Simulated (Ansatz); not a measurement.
Gas-phase electronic energies from Ansatz, PBE0-D4/def2-TZVP geometries. CCSD(T)/CBS is the MP2 limit (def2-TZVPP, def2-QZVPP) plus CCSD(T) − MP2 in def2-TZVPP, frozen cores. DFT in def2-TZVPP. For Br, Ge outer-core shells are correlated without core-valence functions, which leaves a few kJ/mol of doubt a bond. Scalar relativity is left out up to krypton. One conformer a species, not always the lowest.

Reaction (redistribution): `O[Si](O)(Br)Br` + `C#[C][GeH2][F]` → `O[Si](F)(Br)Br` + `C#[C][GeH2][OH]`

```csv
level,ΔE (kJ/mol),difference from CCSD(T)/CBS
PBE-D4,4.1,4.3
r2SCANh-D4,3.7,3.9
ωB97M-V,3.9,4.1
PBE,3.5,3.7
revPBE,3.5,3.7
PBE0,3.6,3.8
r2SCAN0,3.7,3.9
MP2/def2-SVP,7.3,7.5
CCSD(T)/def2-SVP,6.6,6.8
SCS-MP2/def2-TZVPP,1.1,1.3
CCSD(T)/CBS,-0.2,0
```

Largest T1 diagnostic among the species: 0.013.

Leaving LDA and LC-ωPBE aside and taking each functional with its dispersion term where it has one, the values, not all of them listed here, spread over 2.2 kJ/mol, from B2PLYP to BHLYP-D4. At CCSD(T), def2-SVP lies +6.8 kJ/mol from the extrapolated value and def2-TZVPP +0.8 kJ/mol. In def2-TZVPP, CCSD(T) changes the Hartree–Fock value by −4.9 kJ/mol (the triples alone add −0.1 kJ/mol) and MP2 by −4.7 kJ/mol.
